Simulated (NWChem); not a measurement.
System: MoNH3S2O; SMILES [NH2][Mo](=[O])(=[S])[SH]

NWChem input:

```
start job
memory heap 200 mb stack 900 mb global 1100 mb
geometry units angstroms noautoz
  Mo     0.241969    -0.089468     0.077989
  O      1.163822    -0.052310     1.467604
  S     -1.216328    -1.622338     0.077636
  N      1.420853    -0.297409    -1.411481
  H      2.425634    -0.147326    -1.349290
  H      1.159509    -0.702377    -2.307581
  S     -0.996679     1.889725    -0.091589
  H      0.035874     2.680108     0.292017
end
basis spherical
  * library def2-svp
end
ecp
  Mo library def2-ecp
end
dft
  xc mn15
  grid coarse
  iterations 150
  mulliken
end
task dft gradient
```

Output (shortened):

```
             Northwest Computational Chemistry Package (NWChem) 7.3.0
             --------------------------------------------------------

 C1  symmetry detected

                             Geometry "geometry" -> ""
                             -------------------------

 Output coordinates in angstroms (scale by  1.889725989 to convert to a.u.)

  No.       Tag          Charge          X              Y              Z
 ---- ---------------- ---------- -------------- -------------- --------------
    1 Mo                  42.0000     0.25186545    -0.11703305     0.07740443
    2 O                    8.0000     1.07089945    -0.20204065     1.52798380
    3 S                   16.0000    -1.35654507    -1.48458358    -0.06094972
    4 N                    7.0000     1.50547884    -0.42525420    -1.33148911
    5 H                    1.0000     2.51347667    -0.38476631    -1.19629072
    6 H                    1.0000     1.26743678    -0.78489316    -2.25305885
    7 S                   16.0000    -0.75531619     1.98604771    -0.12959066
    8 H                    1.0000     0.32497038     2.65472624     0.34356312

 Effective nuclear repulsion energy (a.u.)     687.6571364541

                                 NWChem DFT Module
                                 -----------------

 Summary of "ao basis" -> "ao basis" (spherical)
 ------------------------------------------------------------------------------
       Tag                 Description            Shells   Functions and Types
 ---------------- ------------------------------  ------  ---------------------
 Mo                         def2-svp                11       31   5s3p2d1f
 O                          def2-svp                 6       14   3s2p1d
 S                          def2-svp                 8       18   4s3p1d
 N                          def2-svp                 6       14   3s2p1d
 H                          def2-svp                 3        5   2s1p

            General Information
            -------------------
          SCF calculation type: DFT
          Wavefunction type:  closed shell.
          No. of atoms     :     8
          No. of electrons :    64
           Alpha electrons :    32
            Beta electrons :    32
          Charge           :     0
          Spin multiplicity:     1
          Use of symmetry is: off; symmetry adaption is: off
          Maximum number of iterations: 150
          AO basis - number of functions:   110
                     number of shells:    48
          Convergence on energy requested:  1.00D-06
          Convergence on density requested:  1.00D-05
          Convergence on gradient requested:  5.00D-04

              XC Information
              --------------
                         MN15 Method XC Functional
                     Hartree-Fock (Exact) Exchange  0.440
                          MN15 Exchange Functional  1.000
                        MN15 Correlation Potential  1.000

             Grid Information
             ----------------
          Grid used for XC integration:  coarse
          Radial quadrature: Mura-Knowles
          Angular quadrature: Lebedev.
          Tag              B.-S. Rad. Rad. Pts. Rad. Cut. Ang. Pts.
          ---              ---------- --------- --------- ---------
          Mo                  1.45      104           9.0       302
          O                   0.60       35          10.0       302
          S                   1.00       70          11.0       302
          N                   0.65       35          10.0       302
          H                   0.35       35          11.0       302
          Grid pruning is: on
          Number of quadrature shells:   419
          Spatial weights used:  Erf1

      Superposition of Atomic Density Guess
      -------------------------------------

 Sum of atomic energies:       -1002.41979732

      Non-variational initial energy
      ------------------------------

 Total energy =    -993.370939
 1-e energy   =   -2053.279036
 2-e energy   =     727.549707
 HOMO         =      -0.324263
 LUMO         =      -0.071349

     ---------------------------------------------
      Total Density - Mulliken Population Analysis
     ---------------------------------------------

    Atom       Charge   Shell Charges
 -----------   ------   -------------------------------------------------------
    1 Mo  14    11.71  -0.39  1.55  0.87  0.35  0.06  5.94  0.38  0.17  2.20  0.53  0.06
    2 O    8     9.03   1.99  1.16  0.75  3.15  1.97  0.01
    3 S   16    16.74   2.00  1.99  1.25  0.65  5.94  1.93  2.95  0.03
    4 N    7     7.82   1.99  1.04  0.49  2.58  1.72  0.01
    5 H    1     0.73   0.58  0.11  0.04
    6 H    1     0.73   0.58  0.11  0.04
    7 S   16    16.47   2.00  1.99  1.21  0.62  5.94  1.83  2.86  0.03
    8 H    1     0.77   0.56  0.17  0.03

   convergence    iter        energy       DeltaE   RMS-Dens  Diis-err
 ---------------- ----- ----------------- --------- --------- ---------
 d= 0,ls=0.0,diis     1   -995.1798454881 -1.33D+03  4.11D-02  3.64D+00
 d= 0,ls=0.0,diis     2   -990.1201576501  5.06D+00  3.17D-02  4.76D+01
 d= 0,ls=0.0,diis     3   -995.5612266396 -5.44D+00  6.80D-03  3.70D-01
 d= 0,ls=0.0,diis     4   -995.5462987490  1.49D-02  4.21D-03  5.20D-01
 d= 0,ls=0.0,diis     5   -995.6006781086 -5.44D-02  1.35D-03  3.41D-02
  Resetting Diis
 d= 0,ls=0.0,diis     6   -995.6051119215 -4.43D-03  3.46D-04  2.51D-03
 d= 0,ls=0.0,diis     7   -995.6053830776 -2.71D-04  2.97D-04  2.89D-04
 d= 0,ls=0.0,diis     8   -995.6052781610  1.05D-04  2.18D-04  1.22D-03
 d= 0,ls=0.0,diis     9   -995.6054084495 -1.30D-04  6.12D-05  1.22D-04
 d= 0,ls=0.0,diis    10   -995.6054220590 -1.36D-05  1.32D-05  3.21D-06
 d= 0,ls=0.0,diis    11   -995.6054224977 -4.39D-07  1.02D-05  4.74D-07
 d= 0,ls=0.0,diis    12   -995.6054225970 -9.93D-08  5.93D-06  3.03D-07

         Total DFT energy =     -995.605422596959
      One electron energy =    -2057.771152070886
           Coulomb energy =      804.965770036688
    Exchange-Corr. energy =      -75.158430913586
 Nuclear repulsion energy =      332.358390350824

 Numeric. integr. density =       64.000030944660

                       DFT Final Molecular Orbital Analysis
                       ------------------------------------

 Vector   30  Occ=2.000000D+00  E=-3.312659D-01
              MO Center= -7.9D-01,  8.5D-02, -7.1D-02, r^2= 4.3D+00
   Bfn.  Coefficient  Atom+Function         Bfn.  Coefficient  Atom+Function
  ----- ------------  ---------------      ----- ------------  ---------------
   100      0.287148  7 S  pz                57      0.274559  3 S  py
    97      0.238017  7 S  pz                54      0.233214  3 S  py
    19      0.207690  1 Mo d  2              56     -0.170405  3 S  px
    58      0.160831  3 S  pz                99     -0.156395  7 S  py
    53     -0.140292  3 S  px                55      0.137321  3 S  pz

 Vector   31  Occ=2.000000D+00  E=-3.071491D-01
              MO Center= -8.8D-01, -9.3D-01,  1.3D-01, r^2= 3.3D+00
   Bfn.  Coefficient  Atom+Function         Bfn.  Coefficient  Atom+Function
  ----- ------------  ---------------      ----- ------------  ---------------
    58      0.433855  3 S  pz                55      0.348691  3 S  pz
    57     -0.248727  3 S  py                37     -0.209674  2 O  pz
    54     -0.199242  3 S  py                52      0.193329  3 S  pz
    40     -0.149805  2 O  pz                 8     -0.138549  1 Mo pz
    36      0.124637  2 O  py               100      0.117060  7 S  pz

 Vector   32  Occ=2.000000D+00  E=-2.975260D-01
              MO Center= -3.5D-01,  7.0D-01, -2.3D-01, r^2= 4.7D+00
   Bfn.  Coefficient  Atom+Function         Bfn.  Coefficient  Atom+Function
  ----- ------------  ---------------      ----- ------------  ---------------
   100      0.433397  7 S  pz                97      0.326096  7 S  pz
    68     -0.257789  4 N  py                71      0.228247  4 N  py
    58     -0.220868  3 S  pz                98     -0.190866  7 S  px
    94      0.180997  7 S  pz                55     -0.176204  3 S  pz
    95     -0.151899  7 S  px                36     -0.138901  2 O  py

 Vector   33  Occ=0.000000D+00  E=-8.771251D-02
              MO Center= -2.6D-01, -4.5D-01,  7.1D-02, r^2= 3.1D+00
   Bfn.  Coefficient  Atom+Function         Bfn.  Coefficient  Atom+Function
  ----- ------------  ---------------      ----- ------------  ---------------
    19      0.650887  1 Mo d  2              56      0.350435  3 S  px
    57     -0.315890  3 S  py                15     -0.256470  1 Mo d -2
    24      0.206774  1 Mo d  2              53      0.193971  3 S  px
    54     -0.180500  3 S  py                17     -0.172647  1 Mo d  0
    35     -0.140869  2 O  px               107      0.137895  8 H  s

[...]

                         DFT ENERGY GRADIENTS

    atom               coordinates                        gradient
                 x          y          z           x          y          z
   1 Mo      0.475957  -0.221160   0.146273    0.008074   0.002387   0.000764
   2 O       2.023707  -0.381801   2.887471   -0.000147  -0.000212  -0.000115
   3 S      -2.563498  -2.805456  -0.115178   -0.006022  -0.004952  -0.000433
   4 N       2.844942  -0.803614  -2.516150    0.001329  -0.000420  -0.001711
   5 H       4.749782  -0.727103  -2.260662   -0.002378  -0.000262  -0.000377
   6 H       2.395108  -1.483233  -4.257664    0.000594   0.000838   0.002326
   7 S      -1.427341   3.753086  -0.244891   -0.006121  -0.000410  -0.002677
   8 H       0.614105   5.016705   0.649240    0.004669   0.003031   0.002223
```

Level: MN15/def2-SVP with def2 effective core potentials on Mo. Geometry: optimised at PBE0/def2-SVP. Not confirmed as a minimum by frequencies. def2 effective core potentials on Mo; no spin-orbit coupling.
